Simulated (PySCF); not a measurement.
Cl₃Y, SMILES [Cl][Y]([Cl])[Cl] (connectivity only; charge and spin as stated), charge -1, multiplicity 2. Atoms are numbered in the order given.

```xyz
4

Y      0.0000     0.0000     0.0000
Cl     2.5486     0.0000     0.0000
Cl    -1.2743    -2.2071     0.0000
Cl    -1.2743     2.2071     0.0000
```
Charge -1, spin multiplicity 2.

Geometry: B3LYP-D3(BJ)/def2-SVPD. The multiplicity is an assumed one; other spin states were not compared. The isomer is the one that the SMILES or the coordinates give; other isomers of the formula were not compared. The def2 effective core potentials stand for the cores of Y; spin–orbit coupling is left out.

Level of theory: r2SCAN/def2-TZVPD (PySCF).

Gas-phase values at a fixed geometry. A positive occupied level means that this level leaves the electron formally unbound; only the finite basis holds it.

The total energy is -1419.22475 hartree and the point group is D3h. The α spin, highest occupied and lowest empty level is 0.35 and 2.60 eV and the β spin, highest occupied and lowest empty level is -3.61 and 2.17 eV. The dipole moment about the centre of nuclear charge is 0.00 D and the mean static polarisability is 141.6 bohr³ (20.99 Å³). The polarisability, principal values comes out as 121.8, 121.9, 181.2 bohr³ and the ⟨S²⟩ is 0.752 (pure state 0.75).
